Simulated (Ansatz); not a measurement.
System: sum formula SiNH3Cl3 (charge +1, singlet). It need not be the lowest isomer of its formula. 
Coordinates optimised at B3LYP-D3(BJ)/def2-TZVP (Ansatz, a quantum-chemistry and plane-wave program):
SMILES: Cl[Si](Cl)([NH3+])Cl
```xyz
8

N     -1.9128     0.2013    -0.1867
Si    -0.0426     0.0045    -0.0042
Cl     0.6594     1.7928    -0.5518
Cl     0.1828    -0.4327     1.9320
Cl     0.3833    -1.4890    -1.2606
H     -2.2702     0.9491     0.4147
H     -2.4056    -0.6597     0.0672
H     -2.1719     0.4313    -1.1504
```
Charge +1, spin multiplicity 1.

Parts of the frozen-core correlation energy in cc-pV(D+d)Z (Ansatz, hartree). Frozen orbitals: 21; correlated occupied orbitals by spin: 16 and 16; virtual: 84 and 84. No spin-orbit coupling. No relativistic terms.

| term | value |
|---|---|
| reference (HF) | -1723.59499 |
| MP2 opposite-spin | -0.49603 |
| MP2 same-spin | … |
| CCSD correlation | … |
| (T) | … |
| T1 diagnostic | 0.009 |
| largest doubles amplitude | 0.028 |

### Question
What belongs in the gaps?

### Answer

- MP2 same-spin, value: -0.17987
- CCSD correlation, value: -0.72821
- (T), value: -0.01906
